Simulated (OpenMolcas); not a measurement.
# Tm3+: moving or changing the point charges

Tm3+ among 2 point charges of -0.5 e arranged as a linear pair (D∞h), 2.51 Å from the ion.
```
   0.0000    0.0000    2.5100  -0.50
   0.0000    0.0000   -2.5100  -0.50
```

```json
{
  "Program": "OpenMolcas 26.06",
  "Method": "CASSCF",
  "Basis": "ANO-RCC-VDZP [7s6p4d2f1g]",
  "Scalar Hamiltonian": "DKH2, point nucleus",
  "Active space": "12 electrons in 7 orbitals (4f)",
  "State averaging": "2S+1 = 3 even, 21 roots; 2S+1 = 1 even, 27 roots kept (CI in the orbitals of an earlier block)",
  "Spin-orbit coupling": "RASSI with atomic mean-field integrals over the reference wave functions"
}
```

Runs around this geometry, states (labels by Λ). Energies in cm-1 above the lowest state or level, χT in cm3 K/mol.

| R (Å) | Ground state | First state of that spin | First gap with spin-orbit (degeneracies) | Width of lowest J | χT at 300 K |
| --- | --- | --- | --- | --- | --- |
| 2.51 | 3Σ | 3Π 19.9 | 14.9 (1, 2) | 703 | 7.080 |
| 2.7 | 3Σ | 3Π 17.1 | 12.6 (1, 2) | 564 | 7.098 |
| 2.94 | 3Σ | 3Π 14.0 | 10.1 (1, 2) | 436 | 7.113 |

Taking the width of the lowest J multiplet as R^-n, n = -ln(436 / 703) / ln(2.94 / 2.51) = 3.0 between the shortest and longest distance.

This is an electrostatic model: the charges have no orbitals. A group larger than the point group allows holds several states that coincide in this model. No measured value stands beside these numbers.
